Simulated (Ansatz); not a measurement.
# Pt(H2S)2 in a box, plane waves

Ansatz 0.2.0, DFT PBE, scalar-relativistic, plane waves, PAW, molecule in a box. The geometry was relaxed with Gaussian bases (r2SCAN; Pt def2-SVP with ECP60, S def2-SVP, H def2-SVP).

```yaml
crystal:
  lattice:
    - [10.39, 0.0, 0.0]
    - [0.0, 11.68, 0.0]
    - [0.0, 0.0, 14.41]
  atoms:
    - { symbol: Pt, position: [0.54373628, 0.49991438, 0.50001249] }
    - { symbol: S, position: [0.55644273, 0.5022149, 0.65509993] }
    - { symbol: H, position: [0.56704427, 0.61455394, 0.68024289] }
    - { symbol: H, position: [0.43310876, 0.49762158, 0.68774185] }
    - { symbol: S, position: [0.55644273, 0.49761301, 0.34492505] }
    - { symbol: H, position: [0.56704427, 0.38527397, 0.3197821] }
    - { symbol: H, position: [0.43310876, 0.50220634, 0.31228314] }
basis:
  ecutwfc: 420
  ecutrho_ratio: 4
kpoints:
  mp_grid: { grid: [1, 1, 1] }
hamiltonian:
  xc: pbe
scf:
  occupations: { method: gaussian, width: 0.01 }
output:
  forces: true
  eigenvalues: true
  populations: true
```

Command:
```sh
ansatz run input.yaml --threads 2 --pin off --max-ram 5120MiB --backend cpu --events-out ev --progress --plain --runs-dir out
```
It took 4.1 s on 2 threads of Arm Neoverse V1 (shared host), peak memory 0.9 GiB.

(1) How does the SCF go?

(2) Which levels lie next to the highest filled one (eV, counted from it)?

(3) What forces are left at this geometry, relaxed with Gaussian bases (eV/Å)?

The highest of the empty levels listed lie near the vacuum level and may be states of the box.

The forces come from the other functional as well as from the basis.

No frequency check is given that shows the relaxed geometry to be a minimum.

Answers

(1) 
```
SCF iter   1: F=—  HF=-14390.008568 eV  |F-HF|=—  |Δ(HF+E_count)|=         —  Δρ=1.95e-3
preconditioner: auto → Resta (q_TF=auto, 1.415 Å⁻¹)  ε∞=1.3  [insulator: Δε(μ)=3.528 eV  Ē_g=7.244 eV  σ=0.010 eV  W_gap=1.00  n_s
SCF iter   2: F=—  HF=-14390.003847 eV  |F-HF|=—  |Δ(HF+E_count)|=   4.72e-3  Δρ=2.39e-3
SCF iter   3: F=—  HF=-14389.981347 eV  |F-HF|=—  |Δ(HF+E_count)|=   2.25e-2  Δρ=7.70e-4
SCF iter   4: F=—  HF=-14389.983395 eV  |F-HF|=—  |Δ(HF+E_count)|=   2.05e-3  Δρ=2.21e-4
SCF iter   5: F=—  HF=-14389.984880 eV  |F-HF|=—  |Δ(HF+E_count)|=   1.49e-3  Δρ=4.42e-5
SCF iter   6: F=—  HF=-14389.984917 eV  |F-HF|=—  |Δ(HF+E_count)|=   3.74e-5  Δρ=1.17e-5
SCF iter   7: F=—  HF=-14389.984918 eV  |F-HF|=—  |Δ(HF+E_count)|=   4.39e-7  Δρ=4.60e-6
SCF iter   8: F=-14389.984918 eV  HF=-14389.984918 eV  |F-HF|=1.03e-7  |Δ(HF+E_count)|=   3.16e-7  Δρ=1.60e-6
```

(2) Filled: -6.89, -6.70, -5.51, -4.07, -2.90, -0.80, -0.80, -0.32, -0.01, 0.00. Empty: 3.25, 3.31, 3.46, 3.69, 4.53, 4.55, 4.75.

(3) 
```
Pt   0.03  0.00  0.00
S    0.04 -0.06 -0.53
H   -0.03  0.01  0.00
H   -0.03  0.03  0.00
S    0.04  0.06  0.53
H   -0.03 -0.01  0.00
H   -0.03 -0.03  0.00
```
